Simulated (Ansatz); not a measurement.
Start from `[NH]=[Ta]([NH2])([NH2])[Cl]` and change one atom or group to get `[NH]=[Ta]([NH2])([NH2])[F]`.

Ansatz, PBE0-D4/def2-TZVP geometries, multiplicity 1. Each molecule was computed in one conformer, which needn't be the lowest.

Elements past krypton have def2 core potentials.

```csv
property,`[NH]=[Ta]([NH2])([NH2])[Cl]`
HOMO–LUMO gap (ωB97M-V/def2-TZVPP) / eV,10.98
HOMO energy (ωB97M-V/def2-TZVPP) / eV,-9.76
LUMO energy (PBE0/def2-TZVPP) / eV,-0.48
size of the dipole moment (B3LYP/def2-TZVPP) / D,3.00
HOMO–LUMO gap (B3LYP/def2-TZVPP) / eV,6.52
LUMO energy (ωB97M-V/def2-TZVPP) / eV,1.22
```

Task: What does the change do to each property? (Best estimate.)

Result: The calculation gave: 
| property | `[NH]=[Ta]([NH2])([NH2])[F]` | shift |
| --- | --- | --- |
| HOMO–LUMO gap (ωB97M-V/def2-TZVPP) / eV | 10.96 | -0.02 |
| HOMO energy (ωB97M-V/def2-TZVPP) / eV | -9.77 | -0.01 |
| LUMO energy (PBE0/def2-TZVPP) / eV | -0.07 | 0.41 |
| size of the dipole moment (B3LYP/def2-TZVPP) / D | 2.55 | -0.45 |
| HOMO–LUMO gap (B3LYP/def2-TZVPP) / eV | 6.82 | 0.30 |
| LUMO energy (ωB97M-V/def2-TZVPP) / eV | 1.19 | -0.03 |

Dipoles are sizes alone; their direction can turn.

B3LYP here is the variant with VWN-RPA as its local correlation; programs differ in this.
